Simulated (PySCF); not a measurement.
Isomers of C8H18O, one GFN2-xTB conformer each. Single-point energies are computed at PBE0/pcSseg-1 (PySCF, gas phase, no added dispersion term), electronic only.

```tsv
SMILES	GFN2-xTB relative energy (kcal/mol)
CCCCOCCCC	4.0
CC(C)(C)OC(C)(C)C	0.0
CCCCCCCCO	2.5
```

Conformers: `[CH3:1][CH2:2][CH2:3][CH2:4][O:5][CH2:6][CH2:7][CH2:8][CH3:9]` with C1–C2–C3–C4 -178°, C2–C3–C4–O5 66°, C3–C4–O5–C6 -179°, C4–O5–C6–C7 -179°, O5–C6–C7–C8 66°; `[CH3:1][CH2:2][CH2:3][CH2:4][CH2:5][CH2:6][CH2:7][CH2:8][OH:9]` with C1–C2–C3–C4 180°, C2–C3–C4–C5 180°, C3–C4–C5–C6 178°, C4–C5–C6–C7 180°, C5–C6–C7–C8 -178°.

Problem. What does PBE0/pcSseg-1 give for the same structures?

Solution. 
```csv
SMILES,PBE0/pcSseg-1 E (Eh),PBE0/pcSseg-1 (kcal/mol),GFN2-xTB (kcal/mol),point group
CCCCCCCCO,-390.39702,0.0,2.5,C1
CC(C)(C)OC(C)(C)C,-390.39156,3.4,0.0,C2
CCCCOCCCC,-390.39111,3.7,4.0,C2
```

GFN2-xTB puts CC(C)(C)OC(C)(C)C lowest instead; measured from each level's own lowest isomer, the values differ by up to 3.4 kcal/mol (CC(C)(C)OC(C)(C)C: 0.0 against 3.4). As drawn, the lowest has an O–H bond, which the highest lacks. Neighbours under 2.5 kcal/mol apart (CC(C)(C)OC(C)(C)C and CCCCOCCCC) can change places with a better method, another conformer or zero-point energy.

Problem. Which frontier levels, dipoles and rotational constants go with these structures?

Solution. 
```json
{"SMILES": "CCCCCCCCO", "HOMO (eV, PBE0/pcSseg-1)": "-7.60", "LUMO (eV)": "1.33", "dipole (D)": "1.57", "A, B, C (MHz)": "6630, 381.5, 372.4"}
{"SMILES": "CC(C)(C)OC(C)(C)C", "HOMO (eV, PBE0/pcSseg-1)": "-7.10", "LUMO (eV)": "1.28", "dipole (D)": "1.13", "A, B, C (MHz)": "2323, 1107, 1099"}
{"SMILES": "CCCCOCCCC", "HOMO (eV, PBE0/pcSseg-1)": "-7.26", "LUMO (eV)": "1.60", "dipole (D)": "1.06", "A, B, C (MHz)": "2865, 561.0, 506.6"}
```
